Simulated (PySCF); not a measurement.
**Distorted geometries of Eu(NO2)3**

Eu(NO2)3 (singlet in the valence; each metal's 4f electrons, 6 of them, lie in its core potential, out of spins and levels). PySCF 2.14.0, RKS B3LYP, Eu lcecp-1-SVP with ECP52, O def2-SVP, N def2-SVP; non-relativistic Hamiltonian with scalar-relativistic core potentials where named; density fitting; no spin-orbit coupling. Relaxed geometry:

```xyz
10

Eu    0.0000    0.0000    0.0000
O     2.1494    0.0000    1.0500
O     2.1494    0.0000   -1.0500
N     2.8524    0.0000    0.0000
O    -1.0747    1.8614    1.0500
O    -1.0747    1.8614   -1.0500
N    -1.4262    2.4702    0.0000
O    -1.0747   -1.8614    1.0500
O    -1.0747   -1.8614   -1.0500
N    -1.4262   -2.4702    0.0000
```

Problem. Order these distorted geometries by energy above the relaxed one, lowest first.
A.
```xyz
10

Eu   -0.0078    0.0470    0.0090
O     2.1744   -0.0511    1.1411
O     2.0671    0.2751   -1.1304
N     3.0093   -0.0724   -0.1575
O    -1.0276    1.7685    1.0382
O    -1.2348    1.6155   -1.0327
N    -1.3280    2.5618    0.0537
O    -1.0900   -1.9644    1.0698
O    -1.1326   -1.6064   -1.1285
N    -1.4299   -2.5737    0.1373
```
B.
```xyz
10

Eu    0.0029    0.0358    0.0409
O     2.1671   -0.0509    0.9971
O     2.1186    0.0432   -1.0626
N     2.8304    0.0100   -0.0466
O    -1.0440    1.8359    1.0896
O    -1.0518    1.8578   -1.0611
N    -1.4260    2.4562    0.0079
O    -1.0866   -1.8197    1.0213
O    -1.0640   -1.8854   -1.0587
N    -1.4466   -2.4829    0.0722
```
C.
```xyz
10

Eu    0.0681   -0.0232    0.0794
O     2.3092   -0.1667    1.0797
O     2.2660    0.0205   -0.9933
N     2.8638   -0.1187   -0.1812
O    -0.8900    1.8379    1.0748
O    -1.1191    1.7384   -1.1488
N    -1.5857    2.5066    0.0344
O    -1.1822   -1.7449    1.2006
O    -1.0062   -1.7966   -1.1507
N    -1.7240   -2.2534    0.0052
```

Solution. B (0.31 eV), A (4.07 eV), C (5.65 eV).

Problem. Which forces (eV/Å) act in the one that lies 5.65 eV up?

Solution. 
```
Eu   -0.34  -0.04   0.69
O    -1.83   0.21  -1.71
O   -18.48   4.18 -24.02
N    20.15  -4.34  24.71
O    -3.33   3.45  -2.91
O    -2.25   3.36   4.15
N     5.89  -7.24  -0.91
O    -1.80  -1.46  -5.24
O    -2.46  -1.21   5.06
N     4.46   3.08   0.17
```
Forces carry noise of the integration grid, about 0.01 to 0.03 eV/Å.

A frequency check found unstable modes (3, the lowest at -40 cm⁻¹), so the relaxed geometry is a saddle point, or these are noise. An lcecp potential fixes the number of 4f electrons, so in runs with it no electron can move into or out of that shell.
